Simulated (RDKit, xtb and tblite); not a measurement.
Conformational energy of SMILES [SiH3]CCc1cccs1 (C6H10SSi). Scanned: dihedral Si1–C2–C3–C4 and dihedral C2–C3–C4–S8; all other coordinates were relaxed at GFN2-xTB. Points at φ and −φ are mirror images. Heavy atoms are numbered in the order of the SMILES [SiH3]CCc1cccs1, hydrogens after them in the order of the atoms that carry them; the mirror image has the same energies with the sign of each dihedral reversed.

- GFN2-xTB (xtb and tblite)
- MMFF94 // GFN2-xTB (RDKit)
- UFF // GFN2-xTB (RDKit)

Energies in kcal/mol at chosen points (x: dihedral Si1–C2–C3–C4 (°); y: dihedral C2–C3–C4–S8 (°)), relative to x = 180, y = -90:

| method | (30, 150) | (60, 120) | (-60, 180) | (60, -60) | (-90, 90) | (180, 180) | (180, 90) |
|---|---|---|---|---|---|---|---|
| GFN2-xTB | 6.1 | 1.7 | 1.9 | 1.6 | 1.1 | 0.9 | 0.0 |
| MMFF94 | 14.7 | 5.4 | 8.4 | 10.7 | 1.8 | 1.5 | 0.0 |
| UFF | 17.4 | 4.9 | 7.2 | 6.7 | 1.7 | 2.8 | 0.0 |

MMFF94 has few fitted parameters for silicon.
